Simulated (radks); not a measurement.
Species: Pd III. Configuration: [Kr] 4d8 (the NIST ground configuration).

All-electron calculation, scalar-relativistic Kohn-Sham, PBE, spin-polarised, spherical densities, finite nucleus; open shells are filled with parallel spins first (spin-orbit coupling, left out, can overturn this in heavy ions); Fermi nuclear charge, rms radius 4.5318 fm; hard spherical wall at 3 bohr. Program: a radial shooting solver on a logarithmic mesh with Libxc functionals.

Energy parts (Ry):
| part | energy |
|---|---|
| total | -10088.64217 |
| kinetic | 10469.87698 |
| electron-nucleus | -24323.21599 |
| Hartree | 4051.72899 |
| exchange-correlation | -287.03215 |

Orbitals (lengths in bohr, moments of r in powers of bohr; <r^-3> diverges for s and p1/2; r(max) is where P^2 peaks):
orbital  occ.  eigenvalue (Ry)  <r^-3>   r(max)
1s up       1        -1777.471       -  0.02066
1s down     1        -1777.471       -  0.02066
2s up       1        -260.6871       -   0.1168
2s down     1        -260.6600       -   0.1168
2p up       3        -233.8609    3504  0.09340
2p down     3        -233.8403    3504  0.09340
3s up       1        -48.14048       -   0.3418
3s down     1        -48.12709       -   0.3419
3p up       3        -39.32385   617.8   0.3350
3p down     3        -39.30847   617.7   0.3351
3d up       5        -25.31971   84.06   0.2824
3d down     5        -25.29537   84.04   0.2825
4s up       1         -7.77518       -   0.8531
4s down     1         -7.66402       -   0.8519
4p up       3         -5.26765   98.57   0.9123
4p down     3         -5.15215   99.04   0.9110
4d up       5         -1.65856   8.725    1.079
4d down     3         -1.54268   8.724    1.078
4f up       0          1.58493  0.5899    1.726
4f down     0          1.68482  0.5839    1.742
5s up       0         -0.33752       -    1.923
5s down     0         -0.25553       -    1.929
5p up       0          0.65361   40.75    2.027
5p down     0          0.73010   40.49    2.032

The highest occupied level is 4d down at -20.989 eV. Spin moment in Bohr magnetons: 2. The electron density at the nucleus is 1.36e+05 e/bohr^3 (large components only). The density falls to 0.001 e/bohr^3 at r = 2.78 bohr. The pressure on the wall is 247 GPa.
